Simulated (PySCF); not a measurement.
[Ti(NH2)4]- holds Ti(III), d1, at total charge -1. The structure is a PBE0-D3(BJ)/def2-TZVP geometry optimised for multiplicity 2; coordination tetrahedral, point group D2d, metal–donor distances 2.00 Å.

```
13

Ti    0.0000    0.0000    0.0000
N     1.0315    1.2073    1.2073
H     1.4882    0.9040    2.0600
H     1.4882    2.0600    0.9040
N     1.0315   -1.2073   -1.2073
H     1.4882   -0.9040   -2.0600
H     1.4882   -2.0600   -0.9040
N    -1.0315   -1.2073    1.2073
H    -1.4882   -2.0600    0.9040
H    -1.4882   -0.9040    2.0600
N    -1.0315    1.2073   -1.2073
H    -1.4882    2.0600   -0.9040
H    -1.4882    0.9040   -2.0600
```

Method (PySCF 2.14, density fitting): CASSCF(1,5) with orbitals averaged over all microstates of the shell, strongly contracted NEVPT2 on the averaged canonical orbitals; basis x2c-TZVPall on the metal, x2c-SVPall elsewhere; spin-free X2C; IEF-PCM dichloromethane; spin-orbit coupling by state interaction with the mean-field operator over all roots.

Problem. What is the ground state?

Solution. 2B1 (from 2E) (S = 1/2, orbital degeneracy 1), orbital occupations from the lowest 1.0 0.0 0.0 0.0 0.0, by NEVPT2.

Problem. Where do the spin-allowed transitions within the shell lie?

Solution. By NEVPT2: 2A1 (from 2E) at 6941 cm⁻¹ (1441 nm); 2E (from 2T2) at 11245 cm⁻¹ (889 nm); 2B2 (from 2T2) at 16678 cm⁻¹ (600 nm). The strongest, at 11245 cm⁻¹, has f = 1.4e-03.

Problem. What ligand-field parameters describe the result?

Solution. At NEVPT2 level: orbital energies 0, 6941, 11245, 11245, 16678 cm⁻¹; 10Dq = 9586 cm⁻¹ (difference of the means of the two sets); ζ = 117 cm⁻¹ (free ion 152).

Problem. What are the magnetic parameters?

Solution. The ground doublet has g = 1.951, 1.983, 1.983. μeff is 1.75 μB at 300 K and 1.71 μB at 10 K; the spin-only value is 1.73 μB.

NEVPT2 lifts 2A1 (from 2E) from 5692 to 6941 cm⁻¹; on the d shell alone such lifts tend to overshoot. NEVPT2 on the d shell alone tends to put d–d bands too high for such charged or covalently bound ions.

The job took 8.5 s on one thread of Arm Neoverse V1 (shared host), with 144 basis functions, launched as `OMP_NUM_THREADS=1 python lf_run.py task.json out`.
